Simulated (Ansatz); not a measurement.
Consider the ligand exchange at the Hf–F bond: `[F][Hf]([F])([Cl])[Cl]` + HCl → `[F][Hf]([Cl])([Cl])[Cl]` + H–F.

Computed with Ansatz on PBE0-D4/def2-TZVP structures; ΔE is electronic, products minus reactants. CBS: MP2 limit from def2 TZ/QZ plus the TZ coupled-cluster correction, frozen cores. This one scheme is used for every species. def2 core potentials past Kr. For Hf outer-core shells are correlated without core-valence functions, which leaves a few kJ/mol of doubt a bond.

`[F][Hf]([F])([Cl])[Cl]`:

Cartesian coordinates in Å:
```
F -0.669 0.644 -1.702
Hf -0.040 -0.046 -0.064
F -0.401 -1.897 -0.021
Cl 2.261 0.298 0.089
Cl -1.151 1.001 1.697
```

HCl:

Cartesian coordinates in Å:
```
Cl 0.142 0.622 0.042
H -0.142 -0.622 -0.042
```

`[F][Hf]([Cl])([Cl])[Cl]`:

Z-matrix (Å, degrees):
```
Hf
F 1 1.881
Cl 1 2.324 2 108.9
Cl 1 2.324 2 108.9 3 120.0
Cl 1 2.324 2 108.9 3 -120.0
```

H–F:

Cartesian coordinates in Å:
```
F -0.417 0.121 -0.151
H 0.417 -0.121 0.151
```

```
                  species  CCSD(T)/CBS(def2) energy (Eh)
 `[F][Hf]([F])([Cl])[Cl]`                    -1167.36631
                      HCl                     -460.38127
`[F][Hf]([Cl])([Cl])[Cl]`                    -1527.34680
                      H–F                     -100.39570
```

Problem. Work out ΔE.

Solution. ΔE = (-1527.34680) + (-100.39570) − (-1167.36631) − (-460.38127) = 0.00508 Eh = +3.2 kcal/mol.

Largest T1 diagnostic among the species: 0.015.

Leaving LDA and LC-ωPBE aside and taking each functional with its dispersion term where it has one, the values, not all of them listed here, spread over 3.7 kcal/mol, from PBE-QIDH to CAM-B3LYP-D4. LDA lies −1.0 kcal/mol from PBE without D4. From PBE to PBE0 (25 % exact exchange), in def2-TZVPP and without D4, ΔE moves by −1.5 kcal/mol.
